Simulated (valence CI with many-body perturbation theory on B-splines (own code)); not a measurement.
**Valence orbitals of I47+**

Method: valence CI with perturbative core correlation (CI+MBPT): four valence electrons over a frozen Dirac-Fock core [He], a basis of 11 s, 11 p, 10 d, 8 f, 5 g, 2 h functions for each j, with the one-electron correlation potential Σ1, the two-electron term Σ2, the three-electron term Σ3, Breit, model QED; selected CI, second order for the rest, scaled by the run's own slope (own B-spline code, finite nucleus).

No measured spectrum was set against this ion. As an estimate, large intervals hold to a few tenths of a per cent, small ones and those within an open d or f shell to about a per cent. Among the levels kept, up to 870 cm⁻¹ of a level comes from second order outside the variational space, and about a tenth of that is noise between levels of different J, which matters for small intervals.

These are the spectroscopic orbitals of the CI (the correlating ones are not listed), shaped by the core and the other valence electrons. h is the expectation value of the core's Dirac-Fock operator, without the valence repulsion; Σ1 is computed up to l = 3 at one energy for each symmetry, that of its lowest orbital but kept below the first core excitation, so for empty shells it is not the orbital's own correlation shift; Breit and QED include the response of the core.

```
Orbital  h (hartree)  Σ1 (cm⁻¹)  Breit (cm⁻¹)  QED (cm⁻¹)  ⟨r⟩ (bohr)
  2s1/2      -346.51      -1372         41320       45027      0.1116
  3s1/2       -151.5       -334         11447       12930      0.2591
  4s1/2      -84.314       -130          4567        5282      0.4701
  5s1/2      -53.583      -64.3          2285        2658      0.7433
  6s1/2      -37.026      -36.4          1303        1521       1.079
  7s1/2      -27.103      -22.6           813         951       1.476
  2p1/2      -342.15      -3416         82325        -531     0.09340
  3p1/2      -150.25       -760         22101        -252      0.2427
  4p1/2      -83.798       -291          8850        -111      0.4552
  5p1/2      -53.321       -143          4422       -57.2      0.7299
  6p1/2      -36.876      -80.5          2522       -33.1       1.067
  7p1/2      -27.009      -49.9          1574       -20.9       1.466
  2p3/2      -329.31      -2648         31824        4241     0.09844
  3p3/2      -146.45       -590          8598        1105      0.2498
  4p3/2      -82.201       -226          3833         446      0.4646
  5p3/2      -52.507       -111          1924         223      0.7416
  6p3/2      -36.406      -62.8          1101         128       1.081
  7p3/2      -26.714      -39.0           689        79.9       1.482
  3d3/2      -145.93       -271           789        -147      0.2119
  4d3/2       -81.98       -116           431       -47.2      0.4280
  5d3/2      -52.395      -59.4           223       -21.2      0.7064
  6d3/2      -36.341      -34.4           135       -11.4       1.047
  7d3/2      -26.674      -21.7          87.1        -6.8       1.450
  3d5/2      -144.79       -248           258         374      0.2144
  4d5/2        -81.5       -105           140         171      0.4310
  5d5/2      -52.149      -54.0          68.7        90.1      0.7100
  6d5/2      -36.199      -31.3          41.6        52.9       1.052
  7d5/2      -26.584      -19.7          26.9        33.6       1.455
  4f5/2      -81.426      -22.3           4.5       -56.5      0.3715
  5f5/2      -52.114      -12.6           3.7       -27.9      0.6511
  6f5/2       -36.18       -7.7           2.5       -15.8      0.9932
  7f5/2      -26.572       -5.0           1.7        -9.8       1.397
  4f7/2      -81.192      -21.5           1.3        49.3      0.3731
  5f7/2      -51.994      -12.1           1.0        26.4      0.6529
  6f7/2       -36.11       -7.3           0.7        15.7      0.9953
  7f7/2      -26.528       -4.8           0.5        10.0       1.400
  5g7/2      -51.983                      0.0       -17.8      0.5704
  6g7/2      -36.103                      0.0       -10.3      0.9130
  7g7/2      -26.524                      0.0        -6.5       1.318
  5g9/2      -51.912                      0.0        14.3      0.5716
  6g9/2      -36.062                      0.0         8.3      0.9143
  7g9/2      -26.498                      0.0         5.3       1.319
  6h9/2      -36.062                                           0.8103
 6h11/2      -36.034                                           0.8112
```

Among the shells of the start configuration 2s2 2p2, Σ1 is largest in size for 2p1/2, where it is 0.0045 % of h.

Lowest root of each symmetry, sizes in configuration state functions:

```
J  Parity  Roots  Reference  Variational  Second order  Change by selected CI (cm⁻¹)  Change by second order (cm⁻¹)
0    even     18         53        26351         58211                        -18666                              0
1    even     33        124        32000        192809                        -16710                           -158
2    even     36        150        31999        309890                        -18256                           -357
3    even     21        123        31999        269842                        -18571                           -329
4    even      9         83        31994        192459                        -14367                            -90
5    even      3         46        28382        131485                        -19138                            -15
0     odd     14         49        25158         42169                        -21980                             -1
1     odd     34        127        31999        223516                        -23801                           -162
2     odd     34        147        31993        320371                        -17826                           -319
3     odd     20        122        31995        310386                        -18995                           -340
4     odd      8         82        31998        175207                        -20871                           -117
5     odd      2         45        27274        133662                        -26901                            -14
```
